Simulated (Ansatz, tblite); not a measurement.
Forces on Be₆ at its r2SCAN/def2-TZVP geometry. Charge 0, multiplicity 1.

The xTB rows come from tblite. The restricted singlet is unstable towards broken spin symmetry at other levels; at PBE0/def2-TZVP this wasn't settled. The structure comes from a short search, and lower isomers may exist.

GFN1-xTB (tblite), largest force 0.98 eV/Å:

```xyz
6
positions Å, forces eV/Å
Be    1.307   -0.785   -0.930    0.066    0.369    0.194
Be    1.285    0.834    0.032    0.597   -0.135   -0.294
Be   -0.890    0.910    0.853   -0.647   -0.095    0.177
Be    0.325   -0.724    0.926    0.218   -0.708    0.644
Be   -1.639   -0.683    0.184    0.098    0.368    0.181
Be   -0.387    0.448   -1.066   -0.332    0.201   -0.901
```

GFN2-xTB (tblite), largest force 1.00 eV/Å:

```
Be 0.033 0.442 0.248
Be -0.150 -0.007 0.051
Be 0.142 -0.015 -0.061
Be 0.158 -0.852 0.499
Be 0.171 0.440 0.199
Be -0.353 -0.008 -0.935
```

PBE0/def2-TZVP (Ansatz), largest force 0.09 eV/Å:

```
Be -0.071 0.030 0.045
Be -0.065 -0.039 -0.002
Be 0.047 -0.047 -0.042
Be 0.000 0.023 -0.005
Be 0.081 0.025 -0.016
Be 0.009 0.008 0.020
```
